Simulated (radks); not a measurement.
The numbers below are computed, except where a source is named.
Q: O II, 7 electrons, occupied as [He] 2s2 2p3. Code: a radial shooting solver on a logarithmic mesh with Libxc functionals. Model: scalar-relativistic Kohn-Sham, PBE, spin-polarised, spherical densities, point nucleus; open shells are filled with parallel spins first. Some entries of the table are withheld. Estimate them.

| orbital | occ. | eigenvalue (eV) | <r^2> (bohr^2) |
|---|---|---|---|
| 1s up | 1 | -533.3901 | 0.05399 |
| 1s down | 1 | -531.2127 | 0.05356 |
| 2s up | 1 | (1) | 1.379 |
| 2s down | 1 | (2) | 1.492 |
| 2p up | 3 | -26.3618 | (3) |
| 2p down | 0 | -20.6006 | (4) |

A: 
(1) 2s up eigenvalue (eV): -41.5731
(2) 2s down eigenvalue (eV): -35.6861
(3) 2p up <r^2> (bohr^2): 1.497
(4) 2p down <r^2> (bohr^2): 1.764
